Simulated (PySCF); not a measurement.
## A search over the determinants of CoN

Unrestricted PBE0; PySCF, no relativity, basis sets Co def2-TZVP, N def2-TZVP. Outer shells of the fragments: Co 3d7 4s2; N 2s2 2p3.

Followed along the bond (rough minima from three points):

| 2Ms+1 | unpaired | ⟨S²⟩ at the start | R at minimum (Å) | Te (eV) |
| --- | --- | --- | --- | --- |
| 5 | σ ↑, π ↑↑, δ ↑ | 6.05 | 1.64 | 0.00 |
| 3 | σ ↑, π ↑↓, δ ↑ | 3.11 | 1.68 | 0.59 |
| 5 | π ↑↑↑, δ ↑ | 6.06 | 1.87 | 0.71 |
| 3 | σ ↓, π ↑↑, δ ↑ | 3.07 | 1.63 | 0.79 |
| 5 | π ↑↑, δ ↑↑ | 6.12 | 1.74 | 1.07 |
| 3 | σ ↑, π ↑ | 2.75 | none in the scan | ≤ 0.90 |

Solutions found at the starting distance of 1.725 Å, counted from the lowest of them; the search is not exhaustive and high or unbound solutions are not listed, so other states can lie among these:

| 2Ms+1 | unpaired | term | E (eV) | ⟨S²⟩ | ⟨Lz²⟩ | μ (D) |
| --- | --- | --- | --- | --- | --- | --- |
| 5 | σ ↑, π ↑↑, δ ↑ | ⁵Δ | 0.00 | 6.05 | 4.01 | -4.45 |
| 3 | σ ↑, π ↑↓, δ ↑ | mixed | 0.53 | 3.11 | 6.03 | -4.16 |
| 3 | σ ↓, π ↑↑, δ ↑ | mixed | 0.79 | 3.07 | 4.01 | -3.97 |
| 5 | π ↑↑↑, δ ↑ | mixed | 0.80 | 6.06 | 4.50 | -3.91 |
| 5 | π ↑↑, δ ↑↑ | ⁵Σ⁺ | 1.00 | 6.12 | 0.00 | -3.53 |
| 3 | σ ↑, π ↑ | mixed | 1.07 | 2.75 | 1.65 | -4.47 |

A term symbol is given only where ⟨S²⟩ and ⟨Lz²⟩ are close to those of a pure state; real π, δ and φ orbitals otherwise mix terms. A positive dipole means Co(−)N(+).

Compare the gap between the two lowest followed solutions at the starting distance with the gap between their minima.

At PBE0 the second solution (Ms = 1 of mixed spin, unpaired electrons σ ↑, π ↑↓, δ ↑) lies +0.53 eV from the first (quintet, unpaired electrons σ ↑, π ↑↑, δ ↑) at 1.725 Å and +0.59 eV at the minima; the two curves relax by different amounts, since their minima lie near 1.68 and 1.64 Å.

The state is the lowest single determinant that the PBE0 search found; with open d or f shells the true ground state can be another one.
